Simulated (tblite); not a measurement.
Record of a relaxation.

C₅H₉FO₂Si.
Numbering: `[CH3:1][O:2][CH2:3][SiH2:4]/[C:5]([F:6])=[CH:7]\[CH:8]=[O:9]` (hydrogens: H10, H11, H12 on C1; H13, H14 on C3; H15, H16 on Si4; H17 on C7; H18 on C8)

Computed with GFN2-xTB (tblite), gas phase: L-BFGS steps from a force-field or distance-geometry start until the largest atomic force falls under 0.01 eV/Å. 10 of its 86 geometries are shown.

Step 0: E = -811.1194 eV, largest atomic force 1.302 eV/Å
```
atom  x, y, z in Å  |  force x, y, z in eV/Å
C1      2.303    1.422    0.723   -1.052   0.088  -0.099
O2      1.162    0.828    0.087    0.621  -0.629   0.254
C3      1.330   -0.603   -0.023    0.036   0.820   0.237
Si4    -0.131   -1.494   -0.836    0.697  -0.382  -1.031
C5     -1.687   -1.220    0.128   -0.987   0.630   0.411
F6     -2.134   -2.290    0.824    0.057   0.029  -0.036
C7     -2.429   -0.104    0.203    0.033   0.198   0.062
C8     -2.161    1.193   -0.452   -1.172   0.071   0.494
O9     -2.937    2.126   -0.323    0.893  -0.712  -0.214
H10     2.417    1.032    1.742    0.081  -0.045  -0.119
H11     2.116    2.501    0.784   -0.073  -0.255  -0.092
H12     3.195    1.247    0.136    0.311  -0.121  -0.095
H13     1.468   -1.021    0.984    0.249   0.037  -0.010
H14     2.221   -0.804   -0.625    0.155  -0.058   0.153
H15     0.167   -2.947   -0.901   -0.070   0.317   0.159
H16    -0.321   -1.008   -2.207   -0.038   0.034   0.022
H17    -3.328   -0.112    0.819    0.113   0.024  -0.118
H18    -1.262    1.262   -1.074    0.146  -0.045   0.020
```

Step 9: E = -811.2804 eV, largest atomic force 0.165 eV/Å
```
atom  x, y, z in Å  |  force x, y, z in eV/Å
C1      2.263    1.409    0.709    0.065  -0.046  -0.028
O2      1.171    0.778    0.087    0.019   0.007  -0.006
C3      1.367   -0.617   -0.013    0.070  -0.013   0.003
Si4    -0.112   -1.454   -0.898    0.044   0.033   0.060
C5     -1.710   -1.170    0.114    0.079   0.007  -0.027
F6     -2.098   -2.267    0.799    0.038  -0.049  -0.016
C7     -2.480   -0.086    0.234   -0.038   0.038   0.067
C8     -2.193    1.176   -0.428   -0.035   0.053  -0.086
O9     -2.899    2.151   -0.353    0.150  -0.057  -0.040
H10     2.417    1.021    1.726   -0.072   0.073  -0.041
H11     2.043    2.474    0.744   -0.005  -0.027   0.006
H12     3.191    1.236    0.141   -0.111   0.074   0.015
H13     1.532   -1.028    0.996   -0.085  -0.091  -0.043
H14     2.296   -0.809   -0.573   -0.034  -0.066  -0.038
H15     0.159   -2.899   -0.853   -0.072   0.063  -0.023
H16    -0.327   -0.974   -2.268    0.057   0.005   0.111
H17    -3.370   -0.105    0.852   -0.006  -0.032   0.010
H18    -1.258    1.172   -1.026   -0.063   0.026   0.075
```

Step 19: E = -811.2978 eV, largest atomic force 0.086 eV/Å
```
atom  x, y, z in Å  |  force x, y, z in eV/Å
C1      2.247    1.420    0.699   -0.017  -0.032   0.005
O2      1.178    0.751    0.075    0.016  -0.021  -0.017
C3      1.384   -0.643   -0.014    0.011  -0.013   0.011
Si4    -0.111   -1.439   -0.894    0.014   0.018   0.011
C5     -1.698   -1.151    0.128   -0.019  -0.046  -0.031
F6     -2.067   -2.271    0.789   -0.020   0.014   0.035
C7     -2.488   -0.080    0.253    0.050  -0.014  -0.005
C8     -2.182    1.173   -0.420   -0.028  -0.033  -0.032
O9     -2.865    2.164   -0.376    0.003   0.017   0.021
H10     2.394    1.050    1.722   -0.011   0.028   0.021
H11     1.998    2.481    0.726   -0.029  -0.077  -0.026
H12     3.181    1.274    0.142   -0.013   0.025  -0.019
H13     1.526   -1.075    0.988    0.003   0.040   0.040
H14     2.305   -0.858   -0.575    0.017   0.029  -0.010
H15     0.100   -2.891   -0.861   -0.030   0.014  -0.041
H16    -0.285   -0.922   -2.250    0.001   0.007   0.014
H17    -3.384   -0.120    0.861    0.039   0.038  -0.015
H18    -1.242    1.144   -1.005    0.014   0.007   0.038
```

Step 28: E = -811.3051 eV, largest atomic force 0.078 eV/Å
```
atom  x, y, z in Å  |  force x, y, z in eV/Å
C1      2.225    1.422    0.689   -0.036  -0.002  -0.003
O2      1.179    0.723    0.062   -0.008  -0.010  -0.023
C3      1.399   -0.671   -0.005   -0.013  -0.011   0.011
Si4    -0.108   -1.441   -0.891   -0.010  -0.011   0.001
C5     -1.696   -1.159    0.131    0.004   0.002   0.013
F6     -2.065   -2.268    0.810    0.011  -0.003  -0.010
C7     -2.478   -0.084    0.249    0.058   0.026   0.045
C8     -2.161    1.169   -0.419   -0.027   0.003  -0.024
O9     -2.845    2.160   -0.376   -0.004   0.041   0.007
H10     2.373    1.075    1.719   -0.015   0.001  -0.008
H11     1.934    2.471    0.697    0.023  -0.005  -0.002
H12     3.169    1.302    0.142   -0.030   0.005  -0.007
H13     1.538   -1.080    1.006    0.011  -0.016   0.013
H14     2.320   -0.884   -0.566    0.004   0.004   0.024
H15     0.044   -2.898   -0.912    0.037  -0.021  -0.019
H16    -0.257   -0.874   -2.229   -0.015   0.006  -0.004
H17    -3.369   -0.104    0.867    0.006  -0.003  -0.030
H18    -1.211    1.146   -0.986    0.006  -0.006   0.017
```

Step 38: E = -811.3092 eV, largest atomic force 0.034 eV/Å
```
atom  x, y, z in Å  |  force x, y, z in eV/Å
C1      2.191    1.420    0.674   -0.026   0.006   0.000
O2      1.163    0.695    0.050   -0.024  -0.002  -0.022
C3      1.405   -0.697    0.008   -0.019   0.001  -0.005
Si4    -0.099   -1.454   -0.892   -0.004   0.006  -0.005
C5     -1.677   -1.154    0.141   -0.009  -0.007  -0.002
F6     -2.060   -2.260    0.817    0.008  -0.004  -0.001
C7     -2.452   -0.072    0.262    0.018  -0.005   0.002
C8     -2.140    1.180   -0.410   -0.010  -0.018  -0.023
O9     -2.830    2.167   -0.376    0.000   0.023   0.015
H10     2.335    1.085    1.708    0.023  -0.002   0.025
H11     1.889    2.465    0.671   -0.019   0.017  -0.010
H12     3.138    1.311    0.131    0.023  -0.013   0.001
H13     1.540   -1.089    1.026   -0.014  -0.016  -0.006
H14     2.335   -0.904   -0.540   -0.002  -0.003   0.011
H15     0.046   -2.910   -0.967    0.010   0.006   0.016
H16    -0.256   -0.843   -2.210    0.004  -0.004  -0.011
H17    -3.350   -0.094    0.867    0.017  -0.002   0.013
H18    -1.188    1.158   -0.971    0.024   0.017   0.002
```

Step 47: E = -811.3110 eV, largest atomic force 0.031 eV/Å
```
atom  x, y, z in Å  |  force x, y, z in eV/Å
C1      2.170    1.420    0.667   -0.004   0.006   0.001
O2      1.150    0.683    0.046   -0.019   0.000  -0.005
C3      1.397   -0.708    0.011   -0.002   0.000   0.000
Si4    -0.098   -1.459   -0.906    0.010  -0.005  -0.003
C5     -1.668   -1.156    0.135    0.003   0.013  -0.001
F6     -2.048   -2.259    0.819   -0.001   0.008  -0.016
C7     -2.432   -0.068    0.264    0.005   0.004   0.014
C8     -2.123    1.188   -0.405   -0.002  -0.017  -0.013
O9     -2.816    2.173   -0.367   -0.003   0.000   0.022
H10     2.317    1.098    1.705   -0.011  -0.008   0.027
H11     1.857    2.461    0.650   -0.001   0.025   0.001
H12     3.119    1.312    0.130    0.025  -0.001  -0.018
H13     1.515   -1.102    1.030   -0.006   0.006   0.007
H14     2.336   -0.915   -0.520    0.003   0.001  -0.003
H15     0.059   -2.914   -0.974   -0.012  -0.010  -0.009
H16    -0.253   -0.836   -2.218    0.006  -0.019  -0.011
H17    -3.321   -0.087    0.882   -0.005   0.007   0.012
H18    -1.169    1.175   -0.963    0.017  -0.011  -0.004
```

Step 57: E = -811.3124 eV, largest atomic force 0.023 eV/Å
```
atom  x, y, z in Å  |  force x, y, z in eV/Å
C1      2.150    1.425    0.664    0.004  -0.003  -0.004
O2      1.136    0.680    0.040   -0.015  -0.005  -0.008
C3      1.387   -0.710    0.014   -0.001  -0.007  -0.005
Si4    -0.094   -1.469   -0.922    0.003  -0.003  -0.002
C5     -1.659   -1.155    0.126   -0.006  -0.006  -0.003
F6     -2.039   -2.260    0.805   -0.012  -0.009   0.005
C7     -2.411   -0.062    0.275   -0.002   0.001   0.008
C8     -2.104    1.193   -0.395    0.007   0.004  -0.002
O9     -2.793    2.181   -0.345    0.015   0.004   0.004
H10     2.291    1.112    1.706   -0.014  -0.010   0.016
H11     1.837    2.466    0.636   -0.005   0.018   0.000
H12     3.104    1.312    0.133    0.020   0.001  -0.008
H13     1.486   -1.101    1.037    0.005   0.009  -0.001
H14     2.335   -0.917   -0.501    0.000   0.001  -0.001
H15     0.050   -2.926   -0.987    0.005   0.007   0.007
H16    -0.238   -0.863   -2.243    0.000   0.005   0.003
H17    -3.290   -0.074    0.908   -0.005  -0.013   0.006
H18    -1.156    1.175   -0.963    0.001   0.005  -0.017
```

Step 66: E = -811.3135 eV, largest atomic force 0.034 eV/Å
```
atom  x, y, z in Å  |  force x, y, z in eV/Å
C1      2.131    1.428    0.659    0.006   0.001  -0.009
O2      1.130    0.681    0.018   -0.026  -0.004   0.011
C3      1.381   -0.710    0.012    0.005  -0.001  -0.015
Si4    -0.094   -1.476   -0.929    0.011  -0.010   0.005
C5     -1.659   -1.161    0.118   -0.001  -0.007  -0.004
F6     -2.051   -2.265    0.791    0.013  -0.022   0.001
C7     -2.395   -0.059    0.285   -0.001   0.004  -0.002
C8     -2.081    1.194   -0.385   -0.005   0.018   0.001
O9     -2.748    2.195   -0.312    0.002   0.005   0.013
H10     2.249    1.116    1.704    0.002   0.003   0.005
H11     1.820    2.469    0.622   -0.020   0.020   0.004
H12     3.093    1.316    0.145    0.030  -0.008   0.010
H13     1.473   -1.089    1.040   -0.009   0.013  -0.014
H14     2.334   -0.919   -0.492    0.005  -0.019  -0.006
H15     0.051   -2.933   -0.985    0.008   0.000  -0.001
H16    -0.226   -0.871   -2.252   -0.009  -0.004   0.015
H17    -3.265   -0.073    0.931   -0.003   0.029  -0.018
H18    -1.151    1.163   -0.983   -0.009  -0.017   0.005
```

Step 76: E = -811.3148 eV, largest atomic force 0.021 eV/Å
```
atom  x, y, z in Å  |  force x, y, z in eV/Å
C1      2.108    1.434    0.655    0.007   0.004  -0.002
O2      1.126    0.683   -0.011   -0.008  -0.008   0.006
C3      1.376   -0.708    0.003   -0.002  -0.013  -0.004
Si4    -0.093   -1.488   -0.933    0.005  -0.001  -0.007
C5     -1.661   -1.170    0.108    0.013  -0.001   0.000
F6     -2.060   -2.279    0.771   -0.009   0.005   0.011
C7     -2.379   -0.058    0.293   -0.003   0.001  -0.010
C8     -2.052    1.195   -0.372    0.001   0.007  -0.002
O9     -2.683    2.215   -0.255    0.001   0.004   0.009
H10     2.197    1.128    1.704   -0.006   0.000   0.004
H11     1.794    2.474    0.605   -0.002   0.021  -0.004
H12     3.086    1.319    0.171    0.012   0.004   0.005
H13     1.457   -1.069    1.039    0.004  -0.004  -0.005
H14     2.333   -0.929   -0.488   -0.003  -0.003   0.003
H15     0.064   -2.945   -0.980   -0.005   0.020  -0.003
H16    -0.226   -0.884   -2.257   -0.010  -0.017   0.002
H17    -3.243   -0.054    0.947    0.002  -0.013  -0.010
H18    -1.152    1.143   -1.012    0.001  -0.004   0.006
```

Step 85: E = -811.3154 eV, largest atomic force 0.008 eV/Å
```
atom  x, y, z in Å  |  force x, y, z in eV/Å
C1      2.095    1.440    0.653   -0.001  -0.004  -0.001
O2      1.128    0.681   -0.026   -0.006  -0.003  -0.002
C3      1.375   -0.710   -0.001   -0.002  -0.004  -0.006
Si4    -0.093   -1.494   -0.937    0.003  -0.006  -0.003
C5     -1.660   -1.174    0.105    0.005   0.002   0.002
F6     -2.066   -2.280    0.767    0.001  -0.002  -0.001
C7     -2.371   -0.058    0.292   -0.005   0.000  -0.003
C8     -2.034    1.197   -0.362    0.000   0.007  -0.001
O9     -2.638    2.230   -0.214    0.000  -0.002   0.001
H10     2.162    1.143    1.707   -0.002   0.003   0.004
H11     1.778    2.479    0.588    0.003   0.001  -0.001
H12     3.083    1.326    0.191    0.002  -0.002   0.002
H13     1.449   -1.066    1.036    0.002   0.004  -0.004
H14     2.335   -0.937   -0.486    0.001   0.005   0.000
H15     0.068   -2.950   -0.981   -0.003   0.000   0.004
H16    -0.236   -0.904   -2.266    0.001  -0.001   0.005
H17    -3.233   -0.053    0.947   -0.004  -0.002   0.001
H18    -1.150    1.135   -1.024    0.005   0.004   0.004
```

Task: Summarise the path.

Result: The energy falls by 0.1960 eV from step 0 to step 85; nine tenths of that is first reached at step 18. It falls at every step. The largest force goes from 1.302 to 0.008 eV/Å. Among the bonds Si4–C5 changes most, from 1.851 to 1.909 Å; the atoms move by 0.194 Å rms after alignment.

Task: Follow the three bonds and two angles with the largest change from start to end.

Result: 
```tsv
step	E above end (eV)	largest force (eV/Å)	Si4–C5 (Å)	O2–C3 (Å)	C1–O2 (Å)	O2–C3–Si4 (°)	C5–C7–C8 (°)
0	0.1960	1.302	1.851	1.445	1.435	114.1	127.2
4	0.0799	0.379	1.900	1.415	1.410	114.1	125.9
7	0.0467	0.213	1.913	1.413	1.406	112.1	123.9
11	0.0291	0.147	1.909	1.412	1.406	110.3	122.9
15	0.0231	0.096	1.909	1.410	1.404	109.5	122.0
18	0.0187	0.086	1.910	1.412	1.407	109.1	121.5
22	0.0143	0.080	1.908	1.413	1.405	108.5	121.7
26	0.0115	0.096	1.910	1.412	1.406	107.7	121.7
30	0.0093	0.066	1.909	1.413	1.405	106.9	121.8
33	0.0077	0.074	1.910	1.413	1.405	106.2	122.1
37	0.0064	0.043	1.910	1.413	1.405	105.7	122.1
41	0.0055	0.040	1.909	1.413	1.404	105.5	122.2
44	0.0049	0.043	1.909	1.413	1.405	105.4	122.4
48	0.0042	0.033	1.909	1.413	1.404	105.2	122.5
52	0.0037	0.037	1.909	1.413	1.405	105.4	122.4
55	0.0031	0.026	1.909	1.413	1.405	105.3	122.4
59	0.0028	0.022	1.909	1.413	1.404	105.3	122.4
63	0.0025	0.027	1.909	1.413	1.405	105.3	122.3
67	0.0017	0.040	1.908	1.413	1.404	105.0	122.3
70	0.0012	0.030	1.909	1.413	1.404	105.2	122.4
74	0.0008	0.023	1.909	1.413	1.404	105.2	122.2
78	0.0004	0.030	1.910	1.412	1.404	105.2	122.3
81	0.0001	0.016	1.909	1.413	1.405	105.2	122.3
85	0.0000	0.008	1.909	1.413	1.404	105.1	122.3
```

What follows is the cost of the whole relaxation. On an Arm Neoverse N1 with one thread, no GPU (shared host), this took 1.1 s wall.
